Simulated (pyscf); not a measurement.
**H₃C–SnH₂–CH₃, singlet**

Gas-phase minimum from PySCF at ωB97X-D3(BJ)/def2-SVP, one conformer. 

```xyz
11

C      0.3243     1.9807    -0.2594
Sn     0.0332    -0.1438    -0.1973
C     -1.3968    -0.7248    -1.6870
H      1.0588     2.2940     0.4970
H     -0.6256     2.4998    -0.0623
H      0.6908     2.2844    -1.2514
H     -0.5345    -0.6022     1.3558
H      1.5256    -0.9385    -0.4903
H     -1.5476    -1.8143    -1.6760
H     -2.3634    -0.2349    -1.4968
H     -1.0444    -0.4295    -2.6866
```
Charge 0, spin multiplicity 1.

Bond lengths (Å): C1–Sn2 2.145, C1–H4 1.100, C1–H5 1.100, C1–H6 1.100, Sn2–C3 2.145, Sn2–H7 1.716, Sn2–H8 1.716, C3–H9 1.100, C3–H10 1.100, C3–H11 1.100. Angles (°): Sn2–C1–H4 110.7, Sn2–C1–H5 110.2, Sn2–C1–H6 110.2, H4–C1–H5 108.6, H4–C1–H6 108.6, H5–C1–H6 108.6, C1–Sn2–C3 109.8, C1–Sn2–H7 109.6, C1–Sn2–H8 109.6, C3–Sn2–H7 109.6, C3–Sn2–H8 109.6, H7–Sn2–H8 108.6, Sn2–C3–H9 110.7, Sn2–C3–H10 110.2 (the first ones only).

Properties at ωB97X-D3(BJ)/def2-SVP:

| Quantity | Value |
|---|---|
| Harmonic wavenumbers, unscaled | 99, 101, 139, 353, 495, 541, 545, 579, 749, 768, 793, 794, 800, 1240, 1245, 1447, 1448, 1451, 1454, 1941, 1947, 3078, 3079, 3188, 3188, 3191, 3191 cm⁻¹ |
| Zero-point energy | 54.1 kcal/mol |
| Rotational symmetry number | 2 |
| Entropy of this conformer at 298 K and 1 atm, rigid rotor and harmonic oscillator, modes under 100 cm⁻¹ raised to 100 | 330.9 J/(mol K) |
| Dipole moment | 0.72 D |

Single-point totals, which compare only within one level (frozen core for MP2 and CC):

```tsv
level	total energy (hartree)
ωB97X-D3(BJ)/def2-TZVP	-295.47870
PBE/def2-TZVP	-295.20643
r²SCAN/def2-TZVP	-295.36268
B3LYP-D3(BJ)/def2-TZVP	-295.43459
PBE0-D3(BJ)/def2-TZVP	-295.24417
M06-2X/def2-TZVP	-295.21580
ωB97M-D3(BJ)/def2-TZVP	-295.39237
HF/def2-TZVPP	-293.75534
MP2/def2-TZVPP	-294.46203
CCSD/def2-TZVPP	-294.49581
CCSD(T)/def2-TZVPP	-294.52018
```

Soft torsions are taken as harmonic, which can shift the entropy by several J/(mol K). The CCSD(T) − MP2 part came from Ansatz, without density fitting, on the same reference. The frozen core leaves the outer d or s,p core shells of the metals and heavy elements correlated in the MP2 and CC values, and def2-TZVPP describes them poorly, so these totals are far from the basis limit. Elements past Kr carry the def2 core potentials, without spin-orbit coupling.
